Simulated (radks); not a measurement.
The numbers below are computed, except where a source is named.
Rb II, configuration [Kr]. Level of theory: Dirac Kohn-Sham, PBE, spin-unpolarised, spherical densities, finite nucleus; Fermi nuclear charge, rms radius 4.2036 fm (a radial shooting solver on a logarithmic mesh with Libxc functionals). Some entries of the table are withheld. Estimate them.

orbital  occ.  eigenvalue (eV)  <1/r> (bohr^-1)  <r> (bohr)
1s1/2       2        -15033.50            37.88     0.04029
2s1/2       2        -2012.905              (1)      0.1776
2p1/2       2        -1826.202            8.473      0.1523
2p3/2       4        -1765.418            8.161      0.1563
3s1/2       2        -303.6339            2.823         (2)
3p1/2       2        -236.7458            2.711      0.5116
3p3/2       4        -227.6153            2.636      0.5221
3d3/2       4              (3)            2.402      0.5231
3d5/2       6              (4)            2.382      0.5269
4s1/2       2         -37.6172           0.9224       1.454
4p1/2       2         -22.2475           0.7855       1.690
4p3/2       4         -21.3605           0.7663       1.727

Answer. 
(1) 2s1/2 <1/r> (bohr^-1): 8.503
(2) 3s1/2 <r> (bohr): 0.5104
(3) 3d3/2 eigenvalue (eV): -110.6133
(4) 3d5/2 eigenvalue (eV): -109.0633
